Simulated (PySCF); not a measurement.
A PySCF script (with the pyscf-properties extension) for the NMR shieldings of SMILES C[S@+]1CCC[C@H]1C(F)(F)F, [C₆H₁₀F₃S]+, on a GFN2-xTB geometry:

```python
import basis_set_exchange as bse
import numpy as np
from pyscf import gto, dft
from pyscf.prop import nmr

atoms = """
C     2.143444   -0.384237    0.861091
S     1.099617   -0.314844   -0.611874
C     0.689997    1.464906   -0.688323
C    -0.495265    1.680023    0.239251
C    -1.419638    0.489088    0.018809
C    -0.546623   -0.759709    0.119380
C    -1.106229   -1.949632   -0.666583
F    -2.301805   -2.305341   -0.220244
F    -1.213123   -1.653732   -1.964491
F    -0.288002   -3.001824   -0.563647
H     2.207765   -1.421189    1.181943
H     3.136944   -0.047055    0.575152
H     1.748692    0.241470    1.655280
H     1.571932    2.044964   -0.427344
H     0.425089    1.664494   -1.726640
H    -0.997966    2.615873   -0.001388
H    -0.175546    1.731611    1.281073
H    -2.220909    0.452402    0.757041
H    -1.875241    0.546891   -0.972220
H    -0.388282   -1.083479    1.150698
"""
names = dict.fromkeys(["C", "S", "F", "H"], "pcSseg-1")
basis = {el: gto.basis.parse(bse.get_basis(n, elements=[el], fmt="nwchem")) for el, n in names.items()}
mol = gto.M(atom=atoms, basis=basis, charge=1, verbose=0)
mf = dft.RKS(mol, xc="PBE0")
mf.grids.level = 2
mf.grids.alignment = dft.numint.BLKSIZE   # the property module wants whole blocks of grid points
mf.conv_tol = 1e-9
mf.kernel()

calc = nmr.RKS(mf)   # GIAO
C = mf.mo_coeff
Co = C[:, mf.mo_occ > 0]
resp = mf.gen_response(singlet=True, hermi=2)
def vind(x):   # induced exchange potential for any number of trial vectors
    d = np.einsum("pi,xij,qj->xpq", C, 2 * x.reshape(-1, C.shape[1], Co.shape[1]), Co, optimize=True)
    return np.einsum("xpq,pi,qj->xij", resp(d - d.transpose(0, 2, 1)), C, Co, optimize=True).ravel()
mo1, _ = nmr.rhf.solve_mo1(calc, with_cphf=vind)
sigma = calc.kernel(mo1)
for i, s in enumerate(sigma):   # ppm
    print("%2d %-2s %9.2f" % (i, mol.atom_pure_symbol(i), np.trace(s) / 3))
```

Task: What are the results?

Result: 
```
 0 C     156.25
 1 S     390.68
 2 C     134.81
 3 C     153.21
 4 C     151.44
 5 C     107.33
 6 C      55.78
 7 F     253.66
 8 F     260.33
 9 F     242.42
10 H      28.63
11 H      28.69
12 H      28.93
13 H      28.31
14 H      28.09
15 H      28.62
16 H      29.26
17 H      28.53
18 H      29.25
19 H      27.81
```

These numbers come from an equivalent density-fitted implementation of the same equations, which agrees with the script to about 0.01 ppm for H and up to a few tenths of a ppm for heavy atoms, so last digits may differ.

Task: Turn these shieldings into chemical shifts. Scale: $^{13}$C (σref 186.93), $^{1}$H (σref 31.72) against TMS; CS2 for $^{33}$S (σref 503.73); CFCl3 for $^{19}$F (σref 170.95) (reference shieldings calculated alike).

Result: Averaging equivalent atoms: C 6: 131.1; C 5: 79.6; C 2: 52.1; C 4: 35.5; C 3: 33.7; C 0: 30.7; S 1: 113; F 7/8/9: -81.2; H 19: 3.91; H 14: 3.63; H 13: 3.40; H 17: 3.19; H 15: 3.10; H 10/11/12: 2.96; H 18: 2.46; H 16: 2.46 ppm. Unscaled 19F shifts against computed CFCl3 carry errors that often reach 10 to 50 ppm.

Size and cost of the density-fitted run: 227 basis functions, 69 s wall time on 1 thread of an Intel Xeon, shared host; peak memory 1 GiB.
